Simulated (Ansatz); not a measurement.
Positional isomers: propene chloro+silyl. All species are isolated molecules in the gas phase. One relaxed conformer stands for each flexible species; it need not be the lowest. Strings in code marks are SMILES.

Quantity: electronic energy of isomers of C3H7ClSi relative to `C/C(Cl)=C/[SiH3]`, in kcal/mol.

A: `C/C=C(/[SiH3])Cl`
B: `C/C(Cl)=C\[SiH3]`
C: `[SiH3]C/C=C/Cl` (Si–C–C–C torsion 109°)
D: `C=C(Cl)C[SiH3]` (Cl–C–C–Si torsion 74°)
E: `C/C([SiH3])=C\Cl`

### Question
Rank these by electronic energy of isomers of C3H7ClSi relative to `C/C(Cl)=C/[SiH3]` (lowest first), as frozen-core CCSD(T)/cc-pVTZ // CAM-B3LYP-D3(BJ)/def2-TZVP (Ansatz, a program for electronic structure) gives it.

### Answer
B (0.79 kcal/mol), A (1.46 kcal/mol), E (1.90 kcal/mol), D (2.65 kcal/mol), C (4.55 kcal/mol)
